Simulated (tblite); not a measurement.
Species: C4H13NOSi.
SMILES with atom numbers: `[CH3:1][C:2]([CH3:3])([CH3:4])[Si@@H:5]([NH2:6])[OH:7]` (hydrogens: H8, H9, H10 on C1; H11, H12, H13 on C3; H14, H15, H16 on C4; H17 on Si5; H18, H19 on N6; H20 on O7)

Cartesian coordinates in Å at the GFN2-xTB level; atoms count from 1:
```
atom  x, y, z in Å
C1    -0.6308   -0.2656   -1.5805
C2    -0.5212    0.0348   -0.0838
C3    -1.4236    1.2253    0.2430
C4    -1.0226   -1.1813    0.6950
Si5    1.2866    0.4502    0.3959
N6     2.2230   -0.9555    0.0252
O7     1.9135    1.6968   -0.4435
H8    -0.3408    0.6020   -2.1706
H9     0.0118   -1.0993   -1.8554
H10   -1.6572   -0.5231   -1.8437
H11   -2.4534    1.0198   -0.0508
H12   -1.4113    1.4381    1.3097
H13   -1.0899    2.1174   -0.2825
H14   -0.9346   -1.0161    1.7669
H15   -0.4490   -2.0687    0.4370
H16   -2.0701   -1.3782    0.4659
H17    1.3725    0.9935    1.7509
H18    1.9458   -1.8379    0.4212
H19    3.2255   -0.8662    0.0770
H20    2.0205    1.6247   -1.3884
```

Level: GFN2-xTB in tblite, geometry and Hessian alike; calculated harmonic values, unscaled, isolated species. This tight-binding method is rough: wavenumbers can miss measured ones by several per cent, in bad cases by 10 to 20. Modes of hydrogen on silicon can be 10 to 20 % off. One conformer, not necessarily the lowest.

Harmonic wavenumbers (cm⁻¹): 36.2, 140.6, 169.6, 207.7, 219.6, 228.0, 257.7, 266.4, 279.5, 285.1, 318.1, 365.0, 391.8, 402.6, 584.5, 609.5, 666.3, 683.0, 799.5, 830.6, 870.0, 900.5, 922.6, 964.7, 974.4, 975.5, 1035.0, 1037.9, 1225.0, 1225.4, 1248.8, 1408.0, 1411.7, 1432.3, 1500.9, 1502.9, 1504.2, 1515.3, 1516.0, 1521.0, 1529.0, 2259.6, 2989.0, 2990.8, 2997.6, 3014.8, 3020.6, 3025.4, 3028.3, 3030.7, 3032.3, 3475.6, 3519.5, 3667.9.

A = 2766, B = 1678, C = 1421 MHz; mass 119.077 u (most abundant isotopes); point group C1, symmetry number 1.

Question: What is the zero-point energy?

Answer: ½Σν̃ = 37007 cm⁻¹ = 442.70 kJ/mol.

Question: Give the ideal-gas entropy at 298.15 K and 1 bar in the rigid-rotor, harmonic-oscillator model (classical rotation).

Answer: Translation 168.47, rotation 118.32, vibration 127.33: S = 414.1 J/(mol K).

Question: And Cp and H(298.15 K) − H(0)?

Answer: Cp = 175.98 J/(mol K), of which vibrations give 142.72 (their classical limit is 54 R = 449.0); H(298.15 K) − H(0) = 31.16 kJ/mol without the zero-point energy, 21.24 from vibrations.

Question: Blend soft modes into free rotors: weight 1/[1 + (100 cm⁻¹/ν̃)⁴] for the oscillator and the rest for a rotor with moment μB/(μ + B), μ = h/(8π²ν), B = 10⁻⁴⁴ kg m². What vibrational entropy results?

Answer: 120.68 J/(mol K) in place of 127.33, which changes −T·S at 298.15 K by +1.98 kJ/mol.

Question: How do the functions run with temperature in this model?

Answer: 
```tsv
T (K)	S (J/(mol K))	Cp (J/(mol K))	H − H(0) (kJ/mol)	G − H(0) (kJ/mol)	ln q(vib)
50	237.3	47.7	1.97	-9.90	0.47
100	279.9	80.0	5.13	-22.86	1.37
373.15	456.9	206.0	45.50	-124.99	8.90
500	523.5	249.5	74.49	-187.24	12.48
750	637.3	311.8	145.19	-332.77	19.18
1000	733.2	354.4	228.77	-504.39	25.33
```

q(vib) and H(0) count from the zero-point level.

Hindered rotation and anharmonicity are outside this model. Other conformers, if any are populated, would add a mixing term that is left out. The structure is chiral; the term R ln 2 for an equal mix with its mirror image is left out.
